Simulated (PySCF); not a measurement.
Bond stretch in Be2, singlet.

Computed with: UKS-CAM-B3LYP = unrestricted CAM-B3LYP/cc-pVDZ (PySCF); RKS-CAM-B3LYP = restricted CAM-B3LYP/cc-pVDZ (PySCF); UKS-PBE = unrestricted PBE/cc-pVDZ (PySCF); RKS-PBE = restricted PBE/cc-pVDZ in PySCF 2.14.0; UKS-M06-2X = unrestricted M06-2X/cc-pVDZ (PySCF 2.14.0); RKS-M06-2X = restricted M06-2X/cc-pVDZ in PySCF.

Scanned distances (Å): 2.03, 2.12, 2.24, 2.37, 2.41, 2.52, 2.62, 2.70, 2.74, 2.94, 3.11, 3.38, 3.78, 4.12, 4.48, 4.98, 5.55, 6.11, 6.75, 7.54.

Question: Where does the unrestricted solution first break spin symmetry (<S²> of 0.01 or more)?

Answer: UKS-CAM-B3LYP: already at 2.03 Å; UKS-PBE: already at 2.03 Å; UKS-M06-2X: already at 2.03 Å.

```csv
R / Å,<S²> UKS-CAM-B3LYP,E(RKS-CAM-B3LYP) − E(UKS-CAM-B3LYP) / eV,<S²> UKS-PBE,E(RKS-PBE) − E(UKS-PBE) / eV,<S²> UKS-M06-2X,E(RKS-M06-2X) − E(UKS-M06-2X) / eV
2.03,0.72,0.325,0.52,0.086,0.62,0.114
2.12,0.68,0.268,0.45,0.060,0.50,0.071
2.24,0.61,0.195,0.35,0.032,0.34,0.029
2.37,0.52,0.123,0.22,0.011,0.14,0.004
2.41,0.49,0.103,0.18,0.007,0.07,0.001
2.52,0.38,0.057,0.04,0.000,0.00,0.000
2.62,0.27,0.026,0.00,0.000,0.00,0.000
2.70,0.18,0.010,0.00,0.000,0.00,0.000
2.74,0.13,0.005,0.00,0.000,0.00,0.000
2.94,0.00,0.000,0.00,0.000,0.00,0.000
3.11,0.00,0.000,0.00,0.000,0.00,0.000
3.38,0.00,0.000,0.00,0.000,0.00,0.000
3.78,0.00,0.000,0.00,0.000,0.00,0.000
4.12,0.00,0.000,0.00,0.000,0.00,0.000
4.48,0.00,0.000,0.00,0.000,0.00,0.000
4.98,0.00,0.000,0.00,0.000,0.00,0.000
5.55,0.00,0.000,0.00,0.000,0.00,0.000
6.11,0.00,0.000,0.00,0.000,0.00,0.000
6.75,0.00,0.000,0.00,0.000,0.00,0.000
7.54,0.00,0.000,0.00,0.000,0.00,0.000
```
